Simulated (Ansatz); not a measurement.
Isolated molecules relaxed with PBE0-D4/def2-TZVP in Ansatz; ΔE leaves out vibrations. CBS: MP2 limit from def2 TZ/QZ plus the TZ coupled-cluster correction, frozen cores. This one scheme is used for every species. Functionals use def2-TZVPP. B3LYP here is the variant with VWN-RPA as its local correlation; programs differ in this. HSE06 is defined as in plane-wave codes. For Se outer-core shells are correlated without core-valence functions, which leaves a few kJ/mol of doubt a bond. Scalar relativity is left out up to krypton. One conformer a species, not always the lowest.

Consider the substitution at a C–B bond: `BC#CF` + H₂Se → `FC#C[SeH]` + BH₃.

```tsv
level	ΔE (kJ/mol)	difference from CCSD(T)/CBS
LDA (SPW92)	128.6	15.0
PBE-D4	120.4	6.8
revPBE-D4	116.9	3.3
BLYP-D4	118.8	5.2
r2SCAN-D4	124.8	11.2
B97M-V	127.8	14.2
r2SCANh-D4	123.1	9.5
r2SCAN0-D4	120.9	7.3
HSE06-D4	117.5	3.9
BHLYP-D4	114.6	1.0
CAM-B3LYP-D4	116.2	2.6
ωB97X-V	110.6	-3.0
ωB97M-V	114.9	1.3
B2PLYP	115.1	1.5
PBE-QIDH	112.8	-0.8
PBE	122.0	8.4
revPBE	119.8	6.2
BLYP	122.0	8.4
r2SCAN	125.1	11.5
PBE0	118.6	5.0
B3LYP	119.8	6.2
r2SCANh	123.5	9.9
r2SCAN0	121.3	7.7
BHLYP	117.3	3.7
CAM-B3LYP	117.7	4.1
RPA@PBE/def2-TZVPP	104.8	-8.8
HF/def2-SVP	116.0	2.4
MP2/def2-SVP	115.3	1.7
CCSD/def2-SVP	116.6	3.0
HF/def2-TZVPP	112.5	-1.1
MP2/def2-TZVPP	106.2	-7.4
SCS-MP2/def2-TZVPP	103.6	-10.0
CCSD/def2-TZVPP	109.7	-3.9
CCSD(T)/def2-TZVPP	109.9	-3.7
HF/def2-QZVPP	112.8	-0.8
MP2/def2-QZVPP	108.4	-5.2
SCS-MP2/def2-QZVPP	105.8	-7.8
HF/CBS(def2)	112.9	-0.7
MP2/CBS(def2)	109.8	-3.8
CCSD/CBS(def2)	113.3	-0.3
CCSD(T)/CBS	113.6	0
```

(1) What do rigid-rotor, harmonic-oscillator terms from PBE0-D4/def2-TZVP frequencies (298.15 K, 1 bar) make of the CCSD(T)/CBS value? (Best estimate.)

Largest T1 diagnostic among the species: 0.014.

Results:

(1) The calculation gave: ΔZPE = -0.3 kJ/mol, ΔH = +113.9 kJ/mol, ΔS = -4 J/(mol·K), ΔG = +115.2 kJ/mol.

From PBE to PBE0 (25 % exact exchange), in def2-TZVPP and without D4, ΔE moves by −3.4 kJ/mol. At CCSD(T), def2-SVP lies +3.7 kJ/mol from the extrapolated value and def2-TZVPP −3.7 kJ/mol. Leaving LDA and LC-ωPBE aside and taking each functional with its dispersion term where it has one, the values spread over 17.2 kJ/mol, from ωB97X-V to B97M-V. LDA lies +6.7 kJ/mol from PBE without D4.
